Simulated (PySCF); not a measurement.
Molecule: C2H5BeF, SMILES [CH2]([Be][F])C. Atoms near the plane z = 0.8 Å, at the PBE0/def2-SVP optimised geometry (x, y, z in Å): Be1 (-1.0, 0.2, 0.0), F2 (-2.4, 0.2, 0.0), C3 (0.6, 0.2, 0.0), C4 (1.3, 0.7, 1.3), H6 (1.0, -0.8, -0.2), H8 (1.0, 1.8, 1.5), H9 (2.4, 0.7, 1.2).

Level of theory: PBE0/def2-TZVP (PySCF). The values are rescaled to run from 0 to 1.

```
|+++++++++++++++++++++++++++++|
|+++++++++++++++++++++++++++++|
|+++++++++++++++++++++++++++++|
|+++++++++++++++++++++++++++++|
|+++++++++++++++++++++++++++++|
|+++++++++++++++++++++++++++++|
|+++++++++++++++++++++++++++++|
|+++++++++++++++++**++++++++++|
|+++++++++++++++******++++++++|
|+++++++++++++++**##****++++++|
|++++++**++++++**#####***+++++|
|+++++*****+++**##++*****+++++|
|++++*#%%#*+++**#+  =++**+++++|
|++++*#@@#***+***+:-*#***+++++|
|++++*#@@#**++**##*##***++++++|
|++++**##**+++***###***+++++++|
|+++++****+++++******+++++++++|
|+++++++++++++++****++++++++++|
|+++++++++++++++++++++++++++++|
|+++++++++++++++++++++++++++++|
|+++++++++++++++++++++++++++++|
|+++++++++++++++++++++++++++++|
|+++++++++++++++++++++++++++++|
|+++++++++++++++++++++++++++++|
|+++++++++++++++++++++++++++++|
|+++++++++++++++++++++++++++++|
|+++++++++++++++++++++++++++++|
|+++++++++++++++++++++++++++++|
|+++++++++++++++++++++++++++++|
```
Scale: ten equal steps from 0.000 (start of ' ') to 1.00 (end of '@'), in the order ' .:-=+*#%@'; x runs from -4.50 to 4.50, y from -4.50 (bottom) to 4.50 (top).

### Question
Which quantity is mapped?
(A) electron localisation function
(B) Laplacian of the electron density
(C) log10 of the electron density
(D) deformation density (molecule minus spherical neutral atoms)

### Answer
B, Laplacian of the electron density. In full: Laplacian of the electron density (e/bohr⁵).
